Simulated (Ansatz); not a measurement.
C3H4N, charge +1, singlet, geometry from GFN2-xTB, atoms displaced at random by about 0.08 Å a coordinate; PBE0/STO-3G, gradient in Ansatz (a program for electronic structure).

Here is a job for Ansatz.
Ansatz 0.2 input:
```yaml
crystal:
  periodic: [false, false, false]
  atoms:
    - {symbol: C, position_ang: [-0.12691395, -1.56297494, -0.11237618]}
    - {symbol: C, position_ang: [0.70470136, -0.55268161, 0.06135972]}
    - {symbol: C, position_ang: [0.08983377, 0.74021207, 0.07012503]}
    - {symbol: H, position_ang: [-1.24275782, -1.80243790, 0.09562087]}
    - {symbol: H, position_ang: [0.49846714, -2.63613950, 0.11979720]}
    - {symbol: H, position_ang: [1.77775113, -0.56673811, 0.09654058]}
    - {symbol: N, position_ang: [-0.36497087, 1.71405436, -0.11152071]}
    - {symbol: H, position_ang: [-0.79285806, 2.80966600, -0.12614841]}
basis:
  gaussian:
    orbitals: STO-3G
hamiltonian:
  xc: pbe0
total_charge: 1
output: {forces: true}
```

Task: Predict the main parts of the log of this Ansatz run.

Result: 
```
Functional definition: PBE0
328 factors; integrals over basis functions are off by at most 2.7e-5 eV
mean field evaluation 1: about -4591.5004 eV, gradient 1.4e1 eV
mean field evaluation 2: about -4591.5068 eV, gradient 1.6e1 eV
mean field evaluation 4: about -4592.0950 eV, gradient 7.2e-1 eV
mean field evaluation 8: about -4591.9821 eV, gradient 4.1e-2 eV
mean field -4591.98207695 eV, -168.7522287708 hartree, gradient 7.7e-5 eV, S^2 0.000000; 0 other end points of the search recorded, 0 dependent functions left out
the calculation of the forces begins
reference -4591.98209382 eV, -168.7522293908 hartree; 14, 14 occupied and 10, 10 virtual orbitals, 328 factors
Total energy: -4591.98209382 eV, -168.7522293908 hartree
Atom 0 at    -0.126914    -1.562975    -0.112376 Å, force     0.414664    -8.156159     3.222825 eV/Å
Atom 1 at     0.704701    -0.552682     0.061360 Å, force    -1.116159     2.189026    -0.170836 eV/Å
Atom 2 at     0.089834     0.740212     0.070125 Å, force     7.409738   -14.335329     1.919430 eV/Å
Atom 3 at    -1.242758    -1.802438     0.095621 Å, force     1.601505     1.566306    -1.099541 eV/Å
Atom 4 at     0.498467    -2.636140     0.119797 Å, force    -2.170813     3.312980    -1.690477 eV/Å
Atom 5 at     1.777751    -0.566738     0.096541 Å, force     1.182622    -0.213565     0.104663 eV/Å
Atom 6 at    -0.364971     1.714054    -0.111521 Å, force    -8.750274    19.672496    -2.238998 eV/Å
Atom 7 at    -0.792858     2.809666    -0.126148 Å, force     1.428718    -4.035756    -0.047067 eV/Å
Dipole moment:    -0.239228     0.587094     0.042314 e Å
```
